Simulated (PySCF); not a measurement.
# Structure from 2D NMR

Compound of formula C₅H₉ClOSi₂. Correlations simulated from computed shifts and the bond graph:

HSQC (one-bond C–H):
```
  δH     δC
7.61  162.5
7.54  155.4
2.89   34.6
```

COSY cross peaks (H two or three bonds apart, from the bond graph; peaks can be absent where the dihedral angle is near 90°):
```
  δH    δH
7.61  7.54
7.61  5.00
7.54  4.61
4.61  2.89
```

HMBC (two and three bonds, from the bond graph):
```
  δH                  δC
7.61        162.5, 155.4
7.54  162.5, 155.4, 34.6
5.00        162.5, 155.4
4.61  162.5, 155.4, 34.6
2.89               155.4
```

[PySCF 2.14.0 with density-fitted response routines: geometry: GFN2-xTB; shieldings: GIAO PBE0/pcSseg-1; no relativistic terms; equivalent nuclei averaged; no solvent; one computed conformer]

Shifts are taken against calculated references (same method and geometry level): 1H (σ = 31.72 ppm), 13C (σ = 186.93 ppm) vs TMS.

Exchangeable hydrogens are left out of these lists.

Assemble the structure.

## Answers

`O[Si@H]1C=C[Si@H](CCl)C=C1`.

Numbering as in the mapped SMILES `[OH:1][Si@H:2]1[CH:3]=[CH:4][Si@H:5]([CH2:6][Cl:7])[CH:8]=[CH:9]1`; H(Xn) means a hydrogen on atom n.

- δC 162.5 is C3/C9, an alkene CH (δH 7.61).
- δC 155.4 is C4/C8, an alkene CH (δH 7.54).
- δC 34.6 is C6, an sp3 CH2 bonded to Cl and Si (δH 2.89).
- COSY links 7.61–7.54, 7.61–5.00, 7.54–4.61, 4.61–2.89.

The shifts were computed for this structure.

OH/NH shifts are gas-phase values; hydrogen bonding in solution moves them, usually downfield. Carbons that carry Cl, above all several Cl atoms, come out too deshielded, partly because spin–orbit coupling is missing. Shifts are as computed. Against solution values, carbons near 30 ppm lie about +3 ppm off and those near 130 ppm about +5 ppm; carbons on Cl a further +6 ppm. Of 1211 compounds with measured shifts, 218 miss one by over three times the rms of a fit or turn the order of signals round; such compounds aren't used in these exercises.
